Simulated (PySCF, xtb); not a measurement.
AsH2, SMILES [AsH2], multiplicity 2.

Coordinates come from a PBE0-D3(BJ)/def2-TZVPD optimisation. The isomer is the one that the SMILES or the coordinates give; other isomers of the formula were not compared.

These are IEF-PCM-ωB97X/def2-TZVPD (PySCF 2.14.0) values and carry that method's errors.

The values are the electrostatic part of the solvation free energy, E(continuum) − E(gas) at the gas-phase geometry, in a cavity of scaled van der Waals radii (PySCF's table); cavitation and dispersion terms are not included. The dipole moment in vacuum is 0.29 D.

| solvent | ε | ΔG(elec) (kcal/mol) | dipole (D) |
|---|---|---|---|
| water | 78.36 | -0.4 | 0.48 |
| tetrahydrofuran | 7.43 | -0.3 | 0.44 |
| cyclohexanone | 15.62 | -0.3 | 0.46 |

For comparison, GFN2-xTB/ALPB(water) (xtb, at the GFN2-xTB geometry, all terms of that model) gives -1.1 kcal/mol.
